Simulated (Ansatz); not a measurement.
A structure relaxed at PBE0-D4/def2-TZVP in Ansatz, charge 1, doublet:

Cartesian coordinates in Å:
```
Li -0.696 -1.262 -0.618
Li 0.696 1.262 0.618
F -0.530 0.571 -0.569
F 0.530 -0.572 0.569
```

Q: Give its formula and point group.

A: the cluster Li₂F₂⁺. Point group D2h (tolerance 0.1 Å).

Q: Summarise the bond lengths by kind (pairs closer than 1.2 times the sum of covalent radii, bridged metal pairs left out).

A: 4 × F–Li 1.84 Å.

In the doublet, F3 and F4 lie 1.93 Å apart (atoms count from 1), so these atoms are partly bonded to each other. The structure comes from a short search, and lower isomers may exist.
